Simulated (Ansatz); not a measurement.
(HBAsH)3 ring (B3As3H6). The state is a singlet with charge 0. Geometry PBE-D4/def2-SVP, basis def2-TZVP, Ansatz.

```xyz
12

B     1.2607   -0.5374   -0.7627
H     2.1364   -1.3479   -0.5308
As   -0.5270   -1.2814   -1.3068
B    -1.3821   -0.6287    0.3926
H    -1.7584   -1.4824    1.1718
As   -1.6634    1.2954    1.0021
B    -0.1962    1.5701   -0.3248
H    -0.6867    1.6274   -1.4425
As    1.7866    1.4146   -0.5060
H    -0.3167   -2.7568   -0.9423
H    -0.9187    1.0087    2.3206
H     2.2656    1.1187    0.9288
```

| run | HOMO (eV) | LUMO (eV) |
| --- | --- | --- |
| A | -6.21 | -3.35 |
| B | -7.19 | -2.55 |
| C | -6.37 | -3.56 |
| D | -9.18 | -0.68 |

Question: The runs used LDA (SPW92), PBE, PBE0, ωB97M-V. Estimate which is which.

Answer: A PBE (0 % exact exchange); B PBE0 (25 % exact exchange); C LDA (SPW92) (0 % exact exchange); D ωB97M-V (range-separated). Exact exchange lowers occupied and raises empty levels; among semilocal functionals meta-GGAs tend to open the gap a little, and such runs are hard to tell apart. The gap grows from 2.81 eV (LDA (SPW92)) to 8.51 eV (ωB97M-V).
